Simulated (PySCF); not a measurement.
Zn(I)(GeH3) (GeH3IZn), SMILES [GeH3][Zn][I].

Geometry optimised at PBE0-D3(BJ)/def2-SVP. The structure was generated by enumeration; whether it is a known compound was not checked. The def2 effective core potentials stand for the cores of I; spin–orbit coupling is left out.

Two levels are set side by side: TDA-PBE/def2-SVPD (PySCF) and TDA-CAM-B3LYP/def2-SVPD (PySCF). Vertical, same geometry. The lowest singlet is HOMO−1→LUMO+1 50 %, HOMO→LUMO+2 50 % with PBE and HOMO−1→LUMO 86 % with the other functional; states are paired by order. Differences are taken from unrounded values.

| quantity | TDA-CAM-B3LYP |
|---|---|
| lowest singlet excitation (eV) | 5.49 |
| lowest triplet excitation (TDA) (eV) | 5.04 |
| first bright state (f over 0.05) (eV) | 5.89 |
| its oscillator strength | 0.07 |

What does TDA-PBE give, and how far is it from TDA-CAM-B3LYP? (The exact figures need the calculation; the answer reports its results.)


```json
[
 {"quantity": "lowest singlet excitation (eV)", "TDA-PBE": "4.71", "TDA-PBE minus TDA-CAM-B3LYP": "-0.78"},
 {"quantity": "lowest triplet excitation (TDA) (eV)", "TDA-PBE": "4.47", "TDA-PBE minus TDA-CAM-B3LYP": "-0.57"},
 {"quantity": "first bright state (f over 0.05) (eV)", "TDA-PBE": "6.10", "TDA-PBE minus TDA-CAM-B3LYP": "0.22"},
 {"quantity": "its oscillator strength", "TDA-PBE": "1.14", "TDA-PBE minus TDA-CAM-B3LYP": "1.07"}
]
```

Functionals without exact exchange tend to place singlet excitations lower, as here. Differences between two approximate levels are no errors against the true value.

Rough cost on one machine, each run with all the roots and properties that it gave: TDA-CAM-B3LYP against TDA-PBE about 4 times.
